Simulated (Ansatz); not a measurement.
Geometry optimisation, RKS PBE-D4/def2-SVP (Ansatz).

Input file:

```yaml
crystal:
  periodic: [false, false, false]
  atoms:
    - { symbol: C, position_ang: [-0.6965, -1.0334, -1.3127] }
    - { symbol: Al, position_ang: [0.2882, -0.4943, 0.2999] }
    - { symbol: O, position_ang: [1.7121, 0.3465, 1.096] }
    - { symbol: C, position_ang: [0.6392, 1.0453, 1.4317] }
    - { symbol: F, position_ang: [0.5256, 2.2534, 0.7821] }
    - { symbol: H, position_ang: [-1.8091, -0.6923, -1.1847] }
    - { symbol: H, position_ang: [-0.307, -0.448, -2.1992] }
    - { symbol: H, position_ang: [-0.34879, -1.7766, -0.26715] }
    - { symbol: H, position_ang: [0.3664, 1.0419, 2.568] }
basis:
  gaussian: { orbitals: def2-SVP }
hamiltonian:
  xc: pbe
  dispersion: d4
relax:
  f_tol: 0.02
  max_steps: 50
output:
  orbitals: {}
```

Run as:

```bash
$ ansatz run input.yaml --threads 2 --pin off --max-ram 3072MiB --backend cpu --events-out ev --progress --plain --runs-dir out
```

**Question.** Where does it end, and by what steps?

**Answer.** It converged. After 12 steps the energy has fallen by 4.014 eV; H8 moved furthest, 0.77 Å. Parted: Al2–H8 (1.54 → 2.55 Å).

```tsv
step	energy less start (eV)	largest force component (eV/Å)	accepted
0	0.0000	3.838	yes
1	-1.7121	3.305	yes
2	-2.8764	1.996	yes
3	-3.4839	0.912	yes
4	-3.8150	0.898	yes
5	-3.9420	0.628	yes
6	-3.8465	1.877	no
7	-3.9836	0.122	yes
8	-4.0021	0.139	yes
9	-4.0116	0.267	yes
10	-4.0139	0.068	yes
11	-4.0132	0.153	no
12	-4.0144	0.007	yes
```

```xyz
9
Properties=species:S:1:pos:R:3
C -0.719 -1.110 -1.176
Al -0.116 0.048 0.275
O 1.520 0.427 0.854
C 0.642 1.241 1.605
F 0.806 2.586 1.347
H -1.793 -0.974 -1.412
H -0.124 -0.907 -2.091
H -0.557 -2.172 -0.895
H 0.712 1.102 2.707
```

Whether the end is a true minimum wasn't checked by a vibrational analysis.

The run took 25 s on 2 threads of Intel(R) Xeon(R) Platinum 8375C CPU @ 2.90GHz (Ice Lake) (shared host), peak memory 0.2 GiB.
